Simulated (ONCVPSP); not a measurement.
# Transferability test, ONCV potential for Zr

ONCVPSP 4.0.1 input, shortened (lines: element, Z, core and valence counts, functional; n l f; lmax; l rc ep ncon nbas qcut; lloc lpopt rc5 dvloc0; l nproj debl; icmod fcfact rcfact), PBE, scalar-relativistic:

```
  Zr 40.00    6    3        4      upf
    1    0    2.00
    2    0    2.00
    2    1    6.00
    3    0    2.00
    3    1    6.00
    3    2   10.00
    4    0    2.00
    4    1    6.00
    4    2    2.00
    2
    0    1.95    0.00    3    6    6.10
    1    2.05    0.00    3    7    7.20
    2    2.00    0.00    3    7    4.00
    4    4    1.25    4.00
    0    1    2.10
    1    3    2.90
    2    2    2.00
    0    0.00    0.00
```

Energies are relative to the spin-unpolarised reference configuration 4s2 4p6 4d2; without spin polarisation the order of configurations can differ from experiment.

```csv
valence configuration,charge,ΔE all-electron (eV),error AE − PS (meV)
4s2 4p6 4d2 5s2,0,-20.078,+841
4s2 4p6 4d1,+3,22.626,+29
4s1 4p6 4d2 5s2,+1,40.449,+1592
```

**Question.** What are ΔE and the potential's error for 4s2 4p6 4d2 5s1?

**Answer.** ΔE = -12.940 eV all-electron; the error (AE − PS) is +552 meV.
